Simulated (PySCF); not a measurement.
B-trichloroborazine (B3Cl3H3N3), SMILES ClB1NB(Cl)NB(Cl)N1. Atoms are numbered in the order given.

```xyz
12

Cl     3.2172     0.0000     0.0000
B      1.4347     0.0000     0.0000
N      0.7073    -1.2251     0.0000
B     -0.7174    -1.2425     0.0000
Cl    -1.6086    -2.7862     0.0000
N     -1.4146     0.0000     0.0000
B     -0.7174     1.2425     0.0000
Cl    -1.6086     2.7862     0.0000
N      0.7073     1.2251     0.0000
H      1.2141    -2.1029     0.0000
H     -2.4282     0.0000     0.0000
H      1.2141     2.1029     0.0000
```
Charge 0, spin multiplicity 1.

The structure is a stationary point at B3LYP-D3(BJ)/def2-SVP.

Calculation: PySCF 2.14.0 with B3LYP-D3(BJ)/def2-SVP.

Frequencies are harmonic and unscaled.

Modes within 1.5 cm⁻¹ of each other (mostly degenerate sets) share a row, with their intensities summed.

Q: Give all harmonic wavenumbers and intensities. (An estimate is asked for; the answer gives what the named calculation found.)

A: 
```csv
mode,ν (cm⁻¹),IR (km/mol),moving atoms (share of kinetic energy)
1,96,0.4,"N 42 %, Cl 41 %, B 16 %"
2–3,145,0.0,"N 71 %, Cl 12 %, H 11 %"
4–5,167,3.0,"Cl 84 %, N 9 %"
6,354,0.0,Cl 96 %
7–8,377,18.1,"Cl 41 %, N 39 %, B 15 %"
9,391,0.0,"N 39 %, B 34 %, Cl 13 %, H 13 %"
10–11,556,0.0,"B 82 %, H 12 %"
12,662,0.3,"B 58 %, N 21 %, H 21 %"
13–14,689,0.0,"H 76 %, N 19 %"
15,732,249.0,"H 77 %, N 15 %, B 8 %"
16–17,757,189.1,"N 49 %, B 34 %, Cl 15 %"
18,872,0.0,N 92 %
19–20,1047,116.2,"H 58 %, B 26 %, N 14 %"
21,1153,0.0,B 95 %
22,1225,0.0,"H 80 %, B 19 %"
23,1311,0.0,"N 53 %, B 41 %"
24–25,1367,10.5,"B 59 %, H 28 %, N 13 %"
26–27,1491,2322.7,"N 45 %, B 42 %, H 12 %"
28–30,3637,188.4,H 93 %
```
